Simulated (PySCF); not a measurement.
This PySCF input asks for the NMR shieldings of `PP1C=CCC=C1`, C5H8P2; the geometry comes from PBE0-D3(BJ)/def2-SVP.

```python
import basis_set_exchange as bse
import numpy as np
from pyscf import gto, dft
from pyscf.prop import nmr

atoms = """
P     2.650665    0.776298    0.237870
P     1.227989   -0.871138   -0.353977
C     0.199668   -0.867660    1.145914
C    -1.070038   -0.449081    1.215324
C    -1.862292    0.174347    0.110333
C    -1.121316    0.453388   -1.158728
C     0.144159    0.112827   -1.432480
H     3.516189   -0.109983    0.957019
H     3.432368    0.640998   -0.954861
H     0.655944   -1.317247    2.034953
H    -1.604009   -0.567642    2.165916
H    -2.740262   -0.464153   -0.113521
H    -2.313867    1.115994    0.477899
H    -1.692974    0.987048   -1.927637
H     0.560149    0.372297   -2.412404
"""
names = dict.fromkeys(["P", "C", "H"], "pcSseg-1")
basis = {el: gto.basis.parse(bse.get_basis(n, elements=[el], fmt="nwchem")) for el, n in names.items()}
mol = gto.M(atom=atoms, basis=basis, charge=0, verbose=0)
mf = dft.RKS(mol, xc="PBE0")
mf.grids.level = 2
mf.grids.alignment = dft.numint.BLKSIZE   # the property module wants whole blocks of grid points
mf.conv_tol = 1e-9
mf.kernel()

calc = nmr.RKS(mf)   # GIAO
C = mf.mo_coeff
Co = C[:, mf.mo_occ > 0]
resp = mf.gen_response(singlet=True, hermi=2)
def vind(x):   # induced exchange potential for any number of trial vectors
    d = np.einsum("pi,xij,qj->xpq", C, 2 * x.reshape(-1, C.shape[1], Co.shape[1]), Co, optimize=True)
    return np.einsum("xpq,pi,qj->xij", resp(d - d.transpose(0, 2, 1)), C, Co, optimize=True).ravel()
mo1, _ = nmr.rhf.solve_mo1(calc, with_cphf=vind)
sigma = calc.kernel(mo1)
for i, s in enumerate(sigma):   # ppm
    w = np.linalg.eigvalsh((s + s.T) / 2)
    print("%2d %-2s iso %8.1f  s11 %8.1f  s22 %8.1f  s33 %8.1f" % (i, mol.atom_pure_symbol(i), w.mean(), *w))
```

Task: What does it print?

Result: 
```
 0 P  iso    492.1  s11    434.6  s22    466.6  s33    575.1
 1 P  iso    411.0  s11    287.6  s22    440.2  s33    505.2
 2 C  iso     53.9  s11    -61.0  s22     59.4  s33    163.2
 3 C  iso     43.6  s11    -75.6  s22     44.0  s33    162.5
 4 C  iso    152.1  s11    126.9  s22    163.5  s33    165.8
 5 C  iso     43.5  s11    -75.7  s22     43.8  s33    162.5
 6 C  iso     54.0  s11    -60.7  s22     59.8  s33    163.0
 7 H  iso     28.5  s11     23.9  s22     26.2  s33     35.4
 8 H  iso     28.5  s11     23.9  s22     26.3  s33     35.3
 9 H  iso     25.4  s11     23.6  s22     25.0  s33     27.6
10 H  iso     25.0  s11     22.9  s22     24.2  s33     27.9
11 H  iso     28.3  s11     24.6  s22     26.3  s33     34.0
12 H  iso     28.2  s11     24.8  s22     26.6  s33     33.1
13 H  iso     25.0  s11     22.9  s22     24.2  s33     27.9
14 H  iso     25.4  s11     23.6  s22     25.1  s33     27.6
```

These numbers come from an equivalent density-fitted implementation of the same equations, which agrees with the script to about 0.01 ppm for H and up to a few tenths of a ppm for heavy atoms, so last digits may differ.

Size and cost of the density-fitted run: 173 basis functions, 27 s wall time on 1 thread of an Intel Xeon Platinum 8488C, shared host; peak memory 0.83 GiB.
